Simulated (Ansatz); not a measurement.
Frontier orbitals of `CC(C)(C)[CH2][Ge]([F])([F])[F]`.

```xyz
20

C    -0.643    1.432   -0.411
C     0.123    0.119   -0.545
C     1.221    0.283   -1.595
C    -0.826   -0.995   -0.980
C     0.809   -0.243    0.780
Ge   -0.307   -0.523    2.325
F    -1.440   -1.808    2.197
F    -1.248    0.828    2.814
F     0.643   -0.915    3.701
H     0.015    2.243   -0.088
H    -1.459    1.359    0.313
H    -1.077    1.715   -1.372
H     1.791   -0.642   -1.719
H     0.787    0.543   -2.563
H     1.920    1.076   -1.316
H    -1.263   -0.759   -1.953
H    -0.300   -1.949   -1.071
H    -1.647   -1.134   -0.272
H     1.387   -1.167    0.678
H     1.514    0.539    1.079
```

Total charge 0; spin multiplicity 1. Correlated methods include outer-core shells of Ge, which these sets cover unevenly. Scalar relativity is left out up to krypton. Geometry: relaxed with PBE0-D4/def2-TZVP. It is one conformer, not always the lowest. Basis def2-TZVPP, Ansatz 0.2.0.

| functional | HOMO (eV) | LUMO (eV) | gap (eV) |
| --- | --- | --- | --- |
| PBE | -7.96 | -1.12 | 6.84 |
| BLYP | -7.88 | -1.11 | 6.77 |
| PBE0 | -9.34 | -0.10 | 9.24 |
| B3LYP | -9.14 | -0.46 | 8.68 |
| r2SCANh | -8.77 | -0.35 | 8.42 |
| BHLYP | -10.65 | 0.74 | 11.39 |
| LC-ωPBE | -12.01 | 2.17 | 14.18 |
| ωB97M-V | -11.57 | 1.62 | 13.19 |
| HF | -12.60 | 2.97 | 15.57 |

A quarter of exact exchange (PBE0) shifts PBE's HOMO by −1.37 eV and its LUMO by +1.02 eV; full exchange at long range (ωB97M-V) shifts them by −3.61 and +2.75 eV. The gap opens from 6.84 to 13.20 eV, since occupied levels lose self-interaction and empty ones feel all the electrons. A positive LUMO is unbound and depends on the basis.

B3LYP here is the variant with VWN-RPA as its local correlation; programs differ in this. LC-ωPBE has ω = 0.4 bohr⁻¹.
